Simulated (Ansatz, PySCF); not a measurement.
Gas-phase reaction in SMILES: Cl[B]Cl → [B]Cl + Cl atom (the B-Cl bond at the site shown breaks; other sites are not compared here)
Structures are relaxed separately at B3LYP-D3(BJ)/def2-TZVP in Ansatz (a quantum-chemistry and plane-wave program). Unstable Hartree-Fock reference: [B]Cl.

Wanted: bond dissociation energy (enthalpy at 298 K, with B3LYP-D3(BJ) rigid-rotor harmonic-oscillator terms from PySCF), in kJ/mol. Cores are frozen in the correlated levels unless marked. UHF or UKS for open shells. No spin-orbit coupling. No relativistic terms. CBS(X,Y): correlation extrapolated as X^-3; Hartree-Fock from the larger set.

CCSD(T)/CBS(cc-pV(T+d)Z,cc-pV(Q+d)Z) (Ansatz) gives 333.2 kJ/mol.

Q: Another calculation gave 333.2 kJ/mol. Which level was it?
A) PBE0/def2-TZVPD (Ansatz)
B) BLYP/def2-TZVPD (Ansatz)
C) r2SCANh/def2-TZVPD (Ansatz)
D) SVWN5/def2-TZVPD (Ansatz)

A: B, BLYP/def2-TZVPD (Ansatz). The others give 381.1 (r2SCANh), 427.5 (SVWN5), 369.2 (PBE0) kJ/mol.
